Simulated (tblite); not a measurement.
C7H10O2Si.
SMILES with atom numbers: `[CH3:1][O:2][c:3]1[cH:4][cH:5][c:6]([O:7][SiH3:8])[cH:9][cH:10]1` (hydrogens: H11, H12, H13 on C1; H14 on C4; H15 on C5; H16, H17, H18 on Si8; H19 on C9; H20 on C10)

Structure used (GFN2-xTB), in Å, numbered top down from 1:
```
atom  x, y, z in Å
C1     3.7553   -0.0652   -0.4254
O2     2.6364   -0.7981   -0.8606
C3     1.4003   -0.4248   -0.4183
C4     0.3300   -1.1899   -0.8828
C5    -0.9623   -0.9019   -0.5000
C6    -1.2192    0.1611    0.3591
O7    -2.4649    0.4889    0.7660
Si8   -3.9455   -0.1133    0.4838
C9    -0.1549    0.9234    0.8228
C10    1.1444    0.6375    0.4409
H11    3.8694   -0.1106    0.6627
H12    3.7002    0.9818   -0.7417
H13    4.6165   -0.5372   -0.8963
H14    0.5384   -2.0122   -1.5487
H15   -1.7857   -1.4978   -0.8629
H16   -4.0476   -1.5029    0.9368
H17   -4.7231    0.8123    1.2913
H18   -4.2794   -0.0570   -0.9417
H19   -0.3574    1.7473    1.4896
H20    1.9441    1.2525    0.8223
```

Calculated harmonic vibrations of the isolated species, GFN2-xTB (tblite), most abundant isotopes, no scaling. Errors from tens to a few hundred cm⁻¹ against measured bands are possible. Modes of hydrogen on silicon can be 10 to 20 % off. One conformer, not necessarily the lowest.

Harmonic wavenumbers (cm⁻¹): 43.1, 87.7, 113.7, 118.4, 170.5, 219.1, 237.7, 348.9, 371.3, 385.8, 392.8, 499.8, 500.6, 601.3, 609.2, 621.9, 666.4, 689.6, 757.4, 803.5, 806.2, 813.6, 829.3, 855.8, 892.6, 910.1, 953.9, 1018.7, 1064.4, 1120.8, 1122.4, 1157.1, 1182.0, 1215.9, 1262.9, 1307.2, 1327.4, 1402.0, 1418.5, 1472.4, 1479.7, 1486.9, 1573.3, 1613.7, 2225.4, 2253.5, 2345.7, 2927.0, 2941.5, 3024.5, 3091.1, 3095.9, 3106.7, 3108.9.

A = 4509, B = 500.9, C = 454.5 MHz; mass 154.045 u (most abundant isotopes); point group Cs, symmetry number 1.

Q: What is the zero-point energy?

A: ½Σν̃ = 32323 cm⁻¹ = 92.42 kcal/mol.

Q: Entropy at 500 K, 1 bar (ideal gas, RRHO, classical rotation)?

A: Translation 43.60, rotation 31.67, vibration 54.23: S = 129.5 cal/(mol K).

Q: And Cp and H(500 K) − H(0)?

A: Cp = 63.36 cal/(mol K), of which vibrations give 55.41 (their classical limit is 54 R = 107.3); H(500 K) − H(0) = 18.22 kcal/mol without the zero-point energy, 14.24 from vibrations.

Q: How do the functions run with temperature in this model?

A: 
| T (K) | S (cal/(mol K)) | Cp (cal/(mol K)) | H − H(0) (kcal/mol) | G − H(0) (kcal/mol) | ln q(vib) |
| --- | --- | --- | --- | --- | --- |
| 100 | 71.0 | 19.1 | 1.31 | -5.79 | 1.71 |
| 200 | 87.7 | 30.6 | 3.79 | -13.76 | 4.41 |
| 300 | 102.5 | 42.9 | 7.47 | -23.28 | 7.22 |
| 800 | 163.8 | 82.1 | 40.31 | -90.71 | 21.30 |
| 1000 | 183.0 | 89.8 | 57.54 | -125.42 | 26.47 |

q(vib) and H(0) count from the zero-point level.

Q: Blend soft modes into free rotors: weight 1/[1 + (100 cm⁻¹/ν̃)⁴] for the oscillator and the rest for a rotor with moment μB/(μ + B), μ = h/(8π²ν), B = 10⁻⁴⁴ kg m². What vibrational entropy results?

A: 50.84 cal/(mol K) in place of 54.23, which changes −T·S at 500 K by +1.70 kcal/mol.

Q: What must be added to the electronic energy to get the Gibbs energy at 500 K and 1 bar?

A: ZPE + [H(500 K) − H(0)] − T·S = 92.42 + 18.22 − 64.75 = 45.89 kcal/mol.

Q: Which modes carry the vibrational entropy at 500 K?

A: 43.1 cm⁻¹: 6.14; 87.7 cm⁻¹: 4.73; 113.7 cm⁻¹: 4.22; 118.4 cm⁻¹: 4.14; 170.5 cm⁻¹: 3.42; 219.1 cm⁻¹: 2.94 cal/(mol K); the other 48 give 28.66 together.

Hindered rotation and anharmonicity are outside this model. Other conformers, if any are populated, would add a mixing term that is left out.

On one thread, Arm Neoverse V2 (aarch64), on a shared host, this took 0.72 s of wall time. The figure is for the frequency step alone.
